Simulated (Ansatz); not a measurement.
Basis-set series for FH₃OSeSi, SMILES `O[SiH](F)[SeH]`. Total charge 0; spin multiplicity 1. Geometry: relaxed with PBE0-D4/def2-TZVP. It is one conformer, not always the lowest.

Cartesian coordinates in Å:
```
O 0.472 0.175 -1.393
Si 0.534 -0.090 0.210
F 1.483 0.959 0.942
Se -1.467 0.222 1.228
H -0.023 0.935 -1.705
H 1.105 -1.436 0.373
H -2.104 -0.765 0.345
```

```csv
functional,basis,functions,energy (Eh),HOMO (eV),LUMO (eV)
PBE0-D4,def2-SVP,93,-2866.94826,-7.34,0.17
PBE0-D4,def2-TZVPP,194,-2867.58095,-7.47,-0.09
ωB97M-V,def2-SVP,93,-2867.32119,-9.49,2.21
ωB97M-V,def2-TZVPP,194,-2867.95718,-9.64,1.78
```

Task: Give the rows for def2-QZVPP. (An estimate is asked.)

Result: Computed: 
```json
{"functional": "PBE0-D4", "basis": "def2-QZVPP", "functions": "363", "energy (Eh)": "-2867.65199", "HOMO (eV)": "-7.50", "LUMO (eV)": "-0.23"}
{"functional": "ωB97M-V", "basis": "def2-QZVPP", "functions": "363", "energy (Eh)": "-2868.02531", "HOMO (eV)": "-9.66", "LUMO (eV)": "1.35"}
```

Positive LUMOs are unbound and depend on the basis. Scalar relativity is left out up to krypton.
